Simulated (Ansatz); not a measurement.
An input meant for Se(CN)2 (C2SeN2) (charge 0, singlet).

```yaml
crystal:
  periodic: [false, false, false]
  atoms:
    - {symbol: Se, position_ang: [0.014436, 0.025644, -1.259698]}
    - {symbol: C, position_ang: [1.371542, 0.008322, -0.019269]}
    - {symbol: N, position_ang: [2.288445, -0.000802, 0.691558]}
    - {symbol: C, position_ang: [-1.370739, -0.006892, -0.051008]}
    - {symbol: N, position_ang: [-2.303684, -0.026261, 0.638418]}
basis:
  gaussian: {orbitals: pcseg-2}
hamiltonian: {xc: {name: PBE1PBE}, dispersion: d3bjatm}
scf: {omitted_lower_state_checks: [starts]}
```

```sh
$ ansatz run in.yaml --threads 4 --pin off --events-out ev --progress --plain --max-ram 3916MiB
```

Shortened log:

```
Error: YAML parse error: error: line 11 column 19: hamiltonian.xc: no functional is named "PBE1PBE"; the names, which are not case-sensitive, are SVWN5, SPW92, PBE, PBE0, PBEsol, revPBE, revPBE0, RPBE, rPW86-PBE, HSE06, wPBEh, LC-wPBE, HISS, HF, BLYP, B3LYP, B3LYP5, BHLYP, CAM-B3LYP, r2SCAN, r2SCANh, r2SCAN0, r2SCAN50, m-r2SCAN, B97, wB97, wB97X, wB97X-V, B97M-V, wB97M-V, B2PLYP, B2GP-PLYP, PBE0-DH, PBE-QIDH
 9 | basis:
10 |   gaussian: {orbitals: pcseg-2}
11 | hamiltonian: {xc: {name: PBE1PBE}, dispersion: d3bjatm}
12 | scf: {omitted_lower_state_checks: [starts]}
```

In this input the method's name isn't one that the program takes here. The input was rejected before any iteration.
